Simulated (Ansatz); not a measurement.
Isolated molecules relaxed with PBE0-D4/def2-TZVP in Ansatz; ΔE leaves out vibrations. CBS: MP2 limit from def2 TZ/QZ plus the TZ coupled-cluster correction, frozen cores. DFT in def2-TZVPP. B3LYP here is the variant with VWN-RPA as its local correlation; programs differ in this. For Cu, Ge outer-core shells are correlated without core-valence functions, which leaves a few kJ/mol of doubt a bond. Scalar relativity is left out up to krypton. Each species was taken in one conformer, which may not be the lowest.

`CC(C)(C)[O][Cu]` + `[F][Ge][N]([SiH3])[SiH3]` → `[SiH3][N]([SiH3])[Cu]` + `CC(C)(C)[O][Ge][F]`  (redistribution)

`CC(C)(C)[O][Cu]`:

```xyz
15

C     1.073   -0.421    0.839
C    -0.085   -0.185   -0.126
C    -1.408   -0.208    0.643
C     0.083    1.166   -0.816
O    -0.169   -1.217   -1.066
Cu    1.213   -1.513   -2.178
H     0.972   -1.403    1.308
H     1.121    0.339    1.623
H     2.023   -0.402    0.290
H    -2.239   -0.055   -0.048
H    -1.437    0.572    1.409
H    -1.538   -1.179    1.124
H    -0.727    1.321   -1.532
H     0.087    1.997   -0.105
H     1.032    1.186   -1.365
```

`[F][Ge][N]([SiH3])[SiH3]`:

```xyz
11

F     1.246   -2.066   -1.623
Ge    1.996   -1.031   -0.395
N     0.438   -0.133    0.004
Si    0.457    1.116    1.216
Si   -1.062   -0.519   -0.821
H     1.854    1.209    1.725
H     0.056    2.428    0.646
H    -0.453    0.790    2.343
H    -0.964   -0.264   -2.277
H    -2.093    0.390   -0.246
H    -1.475   -1.921   -0.572
```

`[SiH3][N]([SiH3])[Cu]`:

Z-matrix (Å, degrees):
```
Si
Cu 1 3.005
N 1 1.710 2 33.3
H 1 1.493 2 86.9 3 -137.7
H 1 1.492 2 141.9 3 -21.4
H 1 1.495 2 101.4 3 116.8
Si 2 3.005 1 61.3 3 -6.0
H 7 1.492 2 141.9 1 27.5
H 7 1.493 2 86.9 1 143.8
H 7 1.495 2 101.4 1 -110.8
```

`CC(C)(C)[O][Ge][F]`:

Z-matrix (Å, degrees):
```
C
C 1 1.520
H 1 1.092 2 110.3
H 1 1.092 2 110.6 3 120.2
H 1 1.092 2 110.3 3 -119.7
C 2 1.522 1 110.6 3 178.2
C 2 1.522 1 110.6 3 -58.4
O 2 1.435 1 105.7 3 59.9
H 6 1.092 2 110.3 1 60.1
H 6 1.092 2 110.2 1 -59.3
H 6 1.091 2 110.7 1 -179.9
H 7 1.091 2 110.7 1 180.0
H 7 1.093 2 110.3 1 -60.0
H 7 1.092 2 110.1 1 59.3
Ge 8 1.758 2 135.8 1 -180.0
F 15 1.774 8 101.2 2 -0.0
```

Question: Is it downhill or uphill in electronic energy at CCSD(T)/CBS, and by how much? (Best estimate.)

Answer: Ansatz gave: Downhill: ΔE = -37.3 kJ/mol.

Question: What do these levels give: r2SCANh-D4, B2PLYP, B3LYP, r2SCANh, r2SCAN0, MP2/def2-SVP, CCSD(T)/def2-SVP, HF/def2-TZVPP, MP2/def2-TZVPP, CCSD/def2-TZVPP, CCSD(T)/def2-TZVPP, CCSD/CBS(def2)? (Best estimate.)

Answer: Ansatz gave: r2SCANh-D4 -36.1, B2PLYP -40.5, B3LYP -39.1, r2SCANh -36.0, r2SCAN0 -39.2, MP2/def2-SVP -48.1, CCSD(T)/def2-SVP -42.6, HF/def2-TZVPP -47.4, MP2/def2-TZVPP -45.2, CCSD/def2-TZVPP -40.4, CCSD(T)/def2-TZVPP -39.5, CCSD/CBS(def2) -38.1 kJ/mol.

Largest T1 diagnostic among the species: 0.029, so the coupled-cluster value is less sure than usual.

From PBE to PBE0 (25 % exact exchange), in def2-TZVPP and without D4, ΔE moves by −7.6 kJ/mol. Leaving LDA and LC-ωPBE aside and taking each functional with its dispersion term where it has one, the values, not all of them listed here, spread over 15.0 kJ/mol, from BHLYP-D4 to revPBE-D4.
